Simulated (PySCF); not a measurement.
Al(F)(Cl)(vinyl) (C₂H₃AlClF), SMILES [CH](=C)[Al]([Cl])[F]. Atoms are numbered in the order given.

```xyz
8

Al     0.5167     0.1575     0.0000
F      1.9415     1.0074     0.0000
Cl    -1.2577     1.2685     0.0000
C      0.4510    -1.7615     0.0000
C     -0.7308    -2.3982     0.0000
H      1.3620    -2.3742     0.0000
H     -0.8085    -3.4927     0.0000
H     -1.6832    -1.8542     0.0000
```
Charge 0, spin multiplicity 1.

Coordinates come from a PBE0-D3(BJ)/def2-SVP optimisation. Other conformers were not sampled.

The numbers are results of B3LYP/def2-TZVP (PySCF), not measurements.

Symmetry labels are those of the subgroup Cs that the program uses (full group Cs).

Computed valence orbital energies around the gap with their symmetry:
| orbital | symmetry | energy (eV) |
|---|---|---|
| HOMO−7 | A' | -11.67 |
| HOMO−6 | A" | -11.39 |
| HOMO−5 | A' | -11.31 |
| HOMO−4 | A' | -10.76 |
| HOMO−3 | A" | -9.32 |
| HOMO−2 | A' | -9.15 |
| HOMO−1 | A' | -8.79 |
| HOMO | A" | -8.28 |
| LUMO | A" | -1.73 |
| LUMO+1 | A' | -0.74 |
| LUMO+2 | A" | 0.35 |
| LUMO+3 | A' | 1.05 |
